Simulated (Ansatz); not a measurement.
Reaction (redistribution): `N=C[SiH2][GeH2][F]` + `C[Se]CO` → `O[SiH2][GeH2][F]` + `C[Se]CC=N`

Isolated molecules relaxed with PBE0-D4/def2-TZVP in Ansatz; ΔE leaves out vibrations. CBS: MP2 limit from def2 TZ/QZ plus the TZ coupled-cluster correction, frozen cores. For Ge, Se outer-core shells are correlated without core-valence functions, which leaves a few kJ/mol of doubt a bond. Scalar relativity is left out up to krypton. One conformer a species, not always the lowest.

`N=C[SiH2][GeH2][F]`:

```xyz
11

N    -1.758    0.290    1.365
C    -0.638    0.882    1.404
Si    0.934    0.424    0.440
Ge    0.291   -0.737   -1.546
F    -1.037   -1.767   -1.022
H    -1.761   -0.500    0.716
H    -0.570    1.743    2.081
H     1.704    1.646    0.080
H     1.806   -0.449    1.271
H     1.338   -1.691   -2.144
H    -0.310    0.158   -2.644
```

`C[Se]CO`:

Z-matrix (Å, degrees):
```
C
Se 1 1.943
H 1 1.089 2 110.4
H 1 1.088 2 109.2 3 121.8
H 1 1.089 2 107.3 3 -119.4
C 2 1.956 1 96.5 3 -71.8
O 6 1.395 2 114.2 1 -64.0
H 6 1.095 2 104.7 1 171.8
H 6 1.090 2 108.6 1 55.3
H 7 0.962 6 108.1 2 -55.0
```

`O[SiH2][GeH2][F]`:

```xyz
9

O     1.266    0.519    1.401
Si    0.212    1.130    0.296
Ge   -0.667   -0.829   -0.773
F     0.246   -2.029    0.155
H     1.331   -0.441    1.419
H     0.910    2.012   -0.674
H    -0.860    1.916    0.959
H    -2.146   -1.187   -0.540
H    -0.292   -1.092   -2.241
```

`C[Se]CC=N`:

Z-matrix (Å, degrees):
```
C
Se 1 1.943
H 1 1.089 2 110.5
H 1 1.089 2 110.1 3 122.4
H 1 1.089 2 106.7 3 -118.9
C 2 1.942 1 97.0 3 -59.4
C 6 1.505 2 115.6 1 74.4
H 6 1.093 2 108.8 1 -50.0
H 6 1.094 2 106.3 1 -164.1
N 7 1.259 6 128.5 2 9.2
H 7 1.096 6 113.9 2 -171.3
H 10 1.027 7 109.4 6 -0.0
```

```json
{"species": "`N=C[SiH2][GeH2][F]`", "HF/def2-QZVPP energy (Eh)": "-2559.71106"}
{"species": "`C[Se]CO`", "HF/def2-QZVPP energy (Eh)": "-2554.03940"}
{"species": "`O[SiH2][GeH2][F]`", "HF/def2-QZVPP energy (Eh)": "-2541.74543"}
{"species": "`C[Se]CC=N`", "HF/def2-QZVPP energy (Eh)": "-2572.06801"}
```

Question: Work out ΔE.

Answer: ΔE = (-2541.74543) + (-2572.06801) − (-2559.71106) − (-2554.03940) = -0.06298 Eh = -165.4 kJ/mol. CCSD(T)/CBS gives -162.5 kJ/mol.

Largest T1 diagnostic among the species: 0.013.

From PBE to PBE0 (25 % exact exchange), in def2-TZVPP and without D4, ΔE moves by −9.0 kJ/mol.
